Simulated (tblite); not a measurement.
Species: C6H12P (charge +1).
Geometry (GFN2-xTB, Å), atoms numbered from 1 in this order:
```xyz
19
C6H12P angstrom
C     -0.499    1.922    2.142
C     -0.489    1.051    1.313
P     -0.448   -0.210    0.105
C     -1.360   -1.638    0.737
C     -1.246    0.422   -1.388
C      1.294   -0.654   -0.192
C      2.118    0.546   -0.648
H     -0.515    2.684    2.871
H     -0.910   -1.983    1.668
H     -2.397   -1.359    0.924
H     -1.330   -2.442    0.002
H     -1.236   -0.347   -2.160
H     -2.278    0.691   -1.161
H     -0.721    1.307   -1.746
H      1.689   -1.057    0.746
H      1.314   -1.452   -0.940
H      1.813    0.889   -1.634
H      2.024    1.372    0.055
H      3.167    0.267   -0.703
```

All values are computed: GFN2-xTB (tblite) harmonic vibrations without scaling, gas phase. This tight-binding method is rough: wavenumbers can miss measured ones by several per cent, in bad cases by 10 to 20. One conformer, not necessarily the lowest.

Harmonic wavenumbers (cm⁻¹): 56.1, 108.5, 122.9, 143.7, 157.5, 166.4, 196.2, 220.7, 246.5, 282.8, 337.4, 368.7, 610.2, 691.4, 692.8, 722.6, 739.4, 784.5, 785.1, 835.6, 857.8, 900.7, 916.5, 994.5, 1010.9, 1063.8, 1196.4, 1240.0, 1315.5, 1317.9, 1384.6, 1392.6, 1395.2, 1398.2, 1403.7, 1420.4, 1478.4, 1485.3, 2203.1, 2941.5, 2948.3, 2996.7, 2998.0, 3000.7, 3003.7, 3006.4, 3009.2, 3036.5, 3048.0, 3060.5, 3343.0.

A = 2125, B = 1931, C = 1460 MHz; mass 115.068 u (most abundant isotopes); point group C1, symmetry number 1.

Zero-point energy?

Half the sum of the wavenumbers: 34518 cm⁻¹ = 98.69 kcal/mol.

Entropy at 273.15 K, 1 bar (ideal gas, RRHO, classical rotation)?

Translation 39.73, rotation 28.11, vibration 28.93: S = 96.8 cal/(mol K).

And Cp and H(273.15 K) − H(0)?

Cp = 37.66 cal/(mol K), of which vibrations give 29.71 (their classical limit is 51 R = 101.3); H(273.15 K) − H(0) = 6.47 kcal/mol without the zero-point energy, 4.30 from vibrations.

What must be added to the electronic energy to get the Gibbs energy at 273.15 K and 1 bar?

ZPE + [H(273.15 K) − H(0)] − T·S = 98.69 + 6.47 − 26.43 = 78.73 kcal/mol.

Which modes carry the vibrational entropy at 273.15 K?

56.1 cm⁻¹: 4.42; 108.5 cm⁻¹: 3.13; 122.9 cm⁻¹: 2.89; 143.7 cm⁻¹: 2.59; 157.5 cm⁻¹: 2.41; 166.4 cm⁻¹: 2.31 cal/(mol K); the other 45 give 11.19 together.

How do the functions run with temperature in this model?

```tsv
T (K)	S (cal/(mol K))	Cp (cal/(mol K))	H − H(0) (kcal/mol)	G − H(0) (kcal/mol)	ln q(vib)
100	68.4	21.0	1.35	-5.49	1.52
200	86.2	30.8	3.96	-13.27	4.49
300	100.4	40.2	7.51	-22.61	7.42
500	125.0	56.7	17.28	-45.22	12.96
800	155.5	73.0	36.94	-87.47	20.58
1000	172.7	80.6	52.34	-120.32	25.22
```

q(vib) and H(0) count from the zero-point level.

Hindered rotation and anharmonicity are outside this model. Other conformers, if any are populated, would add a mixing term that is left out. The structure is chiral; the term R ln 2 for an equal mix with its mirror image is left out.
